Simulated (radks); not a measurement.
Problem. Successive ionisation energies (eV) of one element, from differences of total energies of ions in their ground configurations, starting at charge 22: 1091.2, 1161.0, 1232.3, 1305.2, 1379.4, 1455.2, 1532.3, 1743.0, 1812.7, 1883.1, 1954.0, 2025.3, 2096.9, 2241.2, 2305.9, 5540.5, 5739.1, 5939.6, 6141.8, 6345.2, 6548.8, 6834.6. Calculated with a radial shooting solver on a logarithmic mesh with Libxc functionals: non-relativistic Kohn-Sham, LDA (Slater exchange, Perdew-Wang correlation), spin-unpolarised, spherical densities, point nucleus; relativity is left out, which matters for an element this heavy. Which element is it?

Solution. Silver (Z = 47). The first species listed is Ag22+ in [Ar] 3d7, the last Ag43+ in [He] 2s2.
